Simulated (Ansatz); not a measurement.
**Relaxing a trial structure of FGeH4Si2+**

The starting geometry of this gas-phase singlet was optimised with GFN2-xTB.

```yaml
atoms:
  - { symbol: F, position_ang: [-2.2689, 2.2158, -0.4091] }
  - { symbol: Ge, position_ang: [0.4104, 3.1230, -0.8804] }
  - { symbol: Si, position_ang: [-1.2194, 2.5506, 0.7695] }
  - { symbol: Si, position_ang: [1.4977, 0.8708, -0.9699] }
  - { symbol: H, position_ang: [-2.0826, 2.3320, 1.9341] }
  - { symbol: H, position_ang: [2.5841, 0.9923, -1.9521] }
  - { symbol: H, position_ang: [0.4740, -0.0985, -1.3827] }
  - { symbol: H, position_ang: [2.0118, 0.5638, 0.3726] }
```

Predict what it relaxes into with B3LYP-D3(BJ)/def2-SVP.

A new bond forms, giving a structure with H7 bridging Si3 and Si4, given below by its coordinates. Distances that change by over a tenth: Si3–Si4 (3.64 → 2.60 Å), Si4–H7 (1.47 → 1.62 Å). Contacts that close: Si3–H7 (3.81 → 1.77 Å).

The energy falls by 0.45 eV over 36 steps:

```csv
step,E − E(last) (eV)
1,0.455
5,0.213
9,0.167
13,0.161
17,0.111
20,0.085
24,0.066
28,0.036
32,0.000
36,0.000
```

Final geometry (Å):

```yaml
atoms:
  - { symbol: F, position_ang: [-1.9758, 1.9040, -1.0952] }
  - { symbol: Ge, position_ang: [0.8213, 3.7456, -0.3776] }
  - { symbol: Si, position_ang: [-0.9650, 2.0764, 0.1452] }
  - { symbol: Si, position_ang: [1.3731, 1.2908, -0.6888] }
  - { symbol: H, position_ang: [-1.4726, 1.4924, 1.4092] }
  - { symbol: H, position_ang: [1.3931, 0.7459, -2.0679] }
  - { symbol: H, position_ang: [-0.0175, 0.6225, -0.1797] }
  - { symbol: H, position_ang: [2.2503, 0.6722, 0.3369] }
```

Frequencies at the end are all real (lowest 85 cm⁻¹). Run with Ansatz 0.2.0, 47 s on 2 threads of Intel(R) Xeon(R) 6975P-C (Granite Rapids), on a shared host.
